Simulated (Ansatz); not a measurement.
triaminosilyl (H6N3Si), SMILES N[Si](N)N, multiplicity 2.

The structure is a stationary point at B3LYP-D3(BJ)/def2-SVP. The values are those of a single conformer.

Two levels are set side by side: PBE/def2-SVPD (Ansatz, an electronic-structure program) and CAM-B3LYP/def2-SVPD (Ansatz). Energy differences of separate SCF runs at the same geometry; the states with an electron removed or added have multiplicity 1 and 1. Differences are taken from unrounded values.

```tsv
quantity	CAM-B3LYP	PBE	PBE minus CAM-B3LYP
vertical ionisation energy (eV)	7.06	6.66	-0.40
```
